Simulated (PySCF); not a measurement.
C4H6OSi, SMILES O=C1CC=C[SiH2]1. Heavy atoms are numbered as in [O:1]=[C:2]1[CH2:3][CH:4]=[CH:5][SiH2:6]1. Hydrogens are named by the atom that carries them.

Coordinates come from a r2SCAN-D4/def2-SVP optimisation. The structure was generated by enumeration, and PubChem lists no compound with its InChIKey, so it may never have been made. The values are those of a single conformer.

Method: PBE/pcSseg-1 (PySCF).

GIAO shieldings, no solvent; atoms alike by connectivity are averaged. δ = σ(ref) − σ: ¹⁷O against H2O (σ = 334.3 ppm); ¹³C against TMS (σ = 182.0 ppm); ²⁹Si against TMS (σ = 335.4 ppm); ¹H against TMS (σ = 31.49 ppm), references at their B3LYP-D3(BJ)/def2-TZVP geometries, non-relativistic.

Computed chemical shifts:
| nucleus | atoms | count | δ (ppm) |
|---|---|---|---|
| ¹⁷O | O1 | 1 | 856.6 |
| ¹³C | C2 | 1 | 251.2 |
| ¹³C | C4 (CH) | 1 | 162.8 |
| ¹³C | C5 (CH) | 1 | 136.6 |
| ¹³C | C3 (CH2) | 1 | 57.9 |
| ²⁹Si | Si6 (SiH2) | 1 | -84.5 |
| ¹H | H on C4 | 1 | 7.71 |
| ¹H | H on C5 | 1 | 6.96 |
| ¹H | H on Si6 | 2 | 4.64 |
| ¹H | H on C3 | 2 | 3.22 |
